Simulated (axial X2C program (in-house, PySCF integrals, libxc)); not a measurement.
**Potential curves of ScH⁺, scalar-relativistic**

All values were computed with an in-house all-electron X2C program for linear molecules (integrals from PySCF). Spin-free means the one-electron spin-free X2C Hamiltonian. Basis: Sc dyall-cv3z [10s11p7d5f2g], H dyall-v3z [6s2p1d] (cores contracted in-house); Gaussian nuclei, density fitting, unrestricted open shells. Masses: Sc 44.956 u, H 1.008 u.

State: M_S = 1/2, Λ = 2 (beyond evenly filled blocks: δ+α). Energies in kJ/mol from the fragments at the same level (Sc+ + H). Fits are polynomials in 1 − R0/R over 0.85 to 1.23 times the lowest point R0.

```csv
R (Å),HF,CCSD,CCSD(T),MP2
1.5460,-77.50,,,-174.35
1.6171,-102.96,-210.48,-213.41,-194.76
1.6704,-115.88,-221.02,-223.77,-204.30
1.7237,-124.36,-227.41,-230.03,-209.74
1.7770,-129.05,-230.32,-232.82,-211.70
1.8392,-130.49,-230.03,-232.44,-210.33
1.9014,-128.31,-226.51,-228.86,-205.71
1.9814,-121.23,-218.23,-220.57,-195.99
2.0791,-107.60,,,-179.77
2.2212,-81.28,,,-149.77
```

Correlated methods: 11 electrons correlated (number of frozen shells: Sc 2 s, 1 p; H none), 235 virtual spin orbitals or spinors in MP2.

One determinant describes the state; a PBE0 search over occupations chose it and may have missed a lower one. De is counted from the lowest determinant-based energies of the atoms at the same level, without counterpoise correction. Coupled cluster ran in a truncated set of natural virtual spinors; the MP2 energy of the rest was added. (T) has no such correction and the atoms are truncated less, which lowers De at CCSD(T) by a hundredth of an eV or more. Other states lie close and PBE0, whose exact exchange favours high spin, may order them wrongly; the determinant shown need not be the ground state. The nearest other spin-free determinant of the search, M_S = 1/2, Λ = 1, lies 0.09 eV up at the distance of the search. Coupled cluster ran on the points near the minimum only. MP2 and coupled cluster on one determinant become unreliable at the stretched end.

Task: Fit the HF curve near its minimum: give the equilibrium distance, the harmonic wavenumber and the well depth.

Result: At HF, spin-free: Re = 1.831 Å, ωe ≈ 1650 cm⁻¹, De = 1.35 eV to Sc+ + H; Be follows as 5.1 cm⁻¹.

Task: What are Re, ωe and De at the CCSD level?

Result: At CCSD, spin-free: Re = 1.803 Å, ωe ≈ 1640 cm⁻¹, De = 2.39 eV to Sc+ + H; Be follows as 5.26 cm⁻¹.

Task: Fit the CCSD(T) curve near its minimum: give the equilibrium distance, the harmonic wavenumber and the well depth.

Result: At CCSD(T), spin-free: Re = 1.801 Å, ωe ≈ 1640 cm⁻¹, De = 2.42 eV to Sc+ + H; Be follows as 5.27 cm⁻¹.

Task: What are Re, ωe and De at the MP2 level?

Result: At MP2, spin-free: Re = 1.785 Å, ωe ≈ 1690 cm⁻¹, De = 2.19 eV to Sc+ + H; Be follows as 5.37 cm⁻¹.
